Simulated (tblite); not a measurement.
Compound: C₆H₈ClNS.
Geometry (GFN2-xTB, Å), atoms numbered from 1 in this order:
```
atom  x, y, z in Å
C1     3.094    0.637   -0.464
S2     2.397   -1.006   -0.138
C3     0.795   -0.537    0.585
C4    -0.204   -0.080   -0.482
C5    -1.536    0.195    0.131
Cl6   -1.596    1.577    1.166
C7    -2.624   -0.563   -0.048
C8    -3.864   -0.301    0.558
N9    -4.881   -0.098    1.048
H10    4.103    0.477   -0.827
H11    3.119    1.209    0.459
H12    2.509    1.149   -1.222
H13    0.969    0.244    1.325
H14    0.431   -1.432    1.087
H15    0.168    0.831   -0.956
H16   -0.298   -0.858   -1.240
H17   -2.587   -1.431   -0.692
```

Computed values, GFN2-xTB/tblite, gas phase, harmonic and unscaled. Against measured fundamentals such values can be off by several per cent, at times by over 20. One conformer, not necessarily the lowest.

Harmonic wavenumbers (cm⁻¹): 25.6, 35.6, 76.1, 88.4, 115.4, 143.6, 189.5, 210.9, 281.3, 326.4, 364.7, 482.1, 518.3, 607.5, 637.6, 723.6, 758.4, 771.7, 786.7, 916.6, 941.5, 987.2, 1030.9, 1040.2, 1102.0, 1115.1, 1214.4, 1218.2, 1252.5, 1298.9, 1318.8, 1434.8, 1444.5, 1454.2, 1455.2, 1638.9, 2368.5, 2975.3, 2986.2, 2997.0, 3007.3, 3026.0, 3030.2, 3067.0, 3069.3.

A = 2923, B = 470.6, C = 425.0 MHz; mass 161.007 u (most abundant isotopes); point group C1, symmetry number 1.

Zero-point energy?

½Σν̃ = 27267 cm⁻¹ = 77.96 kcal/mol.

What is S at 350 K and 1 bar for an ideal gas of classical rigid rotors and harmonic oscillators?

Translation 41.96, rotation 31.16, vibration 42.79: S = 115.9 cal/(mol K).

And Cp and H(350 K) − H(0)?

Cp = 43.81 cal/(mol K), of which vibrations give 35.86 (their classical limit is 45 R = 89.4); H(350 K) − H(0) = 9.80 kcal/mol without the zero-point energy, 7.02 from vibrations.

Which modes carry the vibrational entropy at 350 K?

25.6 cm⁻¹: 6.46; 35.6 cm⁻¹: 5.81; 76.1 cm⁻¹: 4.30; 88.4 cm⁻¹: 4.01; 115.4 cm⁻¹: 3.49; 143.6 cm⁻¹: 3.06 cal/(mol K); the other 39 give 15.65 together.

What must be added to the electronic energy to get the Gibbs energy at 350 K and 1 bar?

ZPE + [H(350 K) − H(0)] − T·S = 77.96 + 9.80 − 40.57 = 47.19 kcal/mol.

Blend soft modes into free rotors: weight 1/[1 + (100 cm⁻¹/ν̃)⁴] for the oscillator and the rest for a rotor with moment μB/(μ + B), μ = h/(8π²ν), B = 10⁻⁴⁴ kg m². What vibrational entropy results?

37.35 cal/(mol K) in place of 42.79, which changes −T·S at 350 K by +1.90 kcal/mol.

How do the functions run with temperature in this model?

```tsv
T (K)	S (cal/(mol K))	Cp (cal/(mol K))	H − H(0) (kcal/mol)	G − H(0) (kcal/mol)	ln q(vib)
50	64.3	16.1	0.59	-2.62	1.36
100	77.4	22.0	1.56	-6.18	3.32
298.15	109.3	39.4	7.64	-24.93	9.92
373.15	118.8	45.7	10.84	-33.49	12.11
500	133.5	54.8	17.23	-49.50	15.60
750	158.2	67.2	32.60	-86.07	21.90
1000	178.7	75.3	50.49	-128.26	27.55
```

q(vib) and H(0) count from the zero-point level.

Hindered rotation and anharmonicity are outside this model. Other conformers, if any are populated, would add a mixing term that is left out. The structure is chiral; the term R ln 2 for an equal mix with its mirror image is left out.
